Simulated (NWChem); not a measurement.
Lowest excitation of trisilane (H8Si3)

```
Si
H 1 1.4957
H 1 1.4957 2 107.87
Si 1 2.3589 2 109.28 3 -118.69
H 4 1.4930 1 110.81 2 58.64
H 4 1.4932 5 108.71 1 -121.02
H 4 1.4932 5 108.70 6 -117.95
Si 1 2.3589 2 109.27 3 118.69
H 8 1.4930 1 110.81 2 -59.17
H 8 1.4932 9 108.71 1 -121.02
H 8 1.4932 9 108.70 10 -117.95
```
Charge 0, spin multiplicity 1.

The numbers come from NWChem runs, not from measurements. Structure: optimised with B3LYP/def2-SVP, a minimum by its harmonic frequencies.

Basis set: 6-31+G*.

Costs are rough ratios of processor time within this set of runs, SCF included, with CIS as 1.

B3LYP has NWChem's definition, with VWN1-RPA local correlation. The Pople sets run with spherical d functions.

| method | lowest vertical singlet excitation energy (eV) | relative cost |
|---|---|---|
| CIS | 7.76 | 1 |
| TDA-PBE0 | ___ | under 3 |
| TD-PBE | ___ | under 3 |
| TD-B3LYP | ___ | under 3 |

Question: What belongs in the gaps?

Answer: 
- TDA-PBE0, lowest vertical singlet excitation energy (eV): 6.94
- TD-PBE, lowest vertical singlet excitation energy (eV): 6.41
- TD-B3LYP, lowest vertical singlet excitation energy (eV): 6.73
